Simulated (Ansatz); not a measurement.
Relative stability

Two relaxed structures of GeH₄SO, closed shell (PBE0-D4/def2-TZVP; forces vanish, vibrations not checked).

A:

O1  (-0.980, -1.695, -0.384)
S2  (-1.013, -0.391, 0.628)
Ge3  (0.990, 0.863, 0.252)
H4  (-1.888, -2.004, -0.490)
H5  (-0.573, -0.995, 1.752)
H6  (0.066, 1.946, -0.459)
H7  (0.461, 1.295, 1.712)
(Å)

B:

```
atom    x (Å)    y (Å)    z (Å)
  O1   0.8759   1.1622  -0.4953
  S2  -1.6581  -0.2012   1.2743
 Ge3  -1.4322  -2.0100   0.0221
  H4  -0.2017  -1.4179  -0.8289
  H5   0.7799   0.3276  -0.9682
  H6  -0.6789   0.5642   0.7386
  H7   1.7510   1.1311  -0.1012
```

Computed with Ansatz 0.2.0 (basis: def2-TZVPP); correlated methods freeze the cores. Filled d shells of the heavier atoms are correlated. The def2 sets are not built for correlating such inner shells, so the correlated values are less sure here. B3LYP uses VWN-RPA correlation.

(1) Which structure is lower at CCSD(T), and by how much? (An estimate is asked for; the value comes from the calculation.)

The T1 diagnostic stays at or below 0.015.

## Answers

(1) The calculation gives: B, by 189.1 kJ/mol (electronic energy, against the other). By their contacts, A is GeH₄SO ([OH][SH][GeH2]) and B is a complex of GeH₂S ([SH][GeH]) + H₂O.

All methods give the same order:

| method | E(B) − E(A) (kJ/mol) |
| --- | --- |
| PBE-D4 | -166.2 |
| r2SCAN-D4 | -167.8 |
| PBE0-D4 | -172.8 |
| B3LYP-D4 | -181.6 |
| wB97M-V | -178.7 |
| HF | -205.4 |
| MP2 | -192.3 |
| CCSD | -191.5 |
| CCSD(T) | -189.1 |

Labels in which every atom is bracketed show which atoms are joined, not bond orders.

For scale, one of the runs: CCSD(T)/def2-TZVPP, 177 basis functions, launched by `ansatz run in.yaml --threads 2 --pin off --events-out ev --progress --plain --max-ram 4352MiB`. The run took 60 s on 2 CPU threads of an Arm Neoverse V1 (shared host), with 1.6 GiB of host memory at its peak.
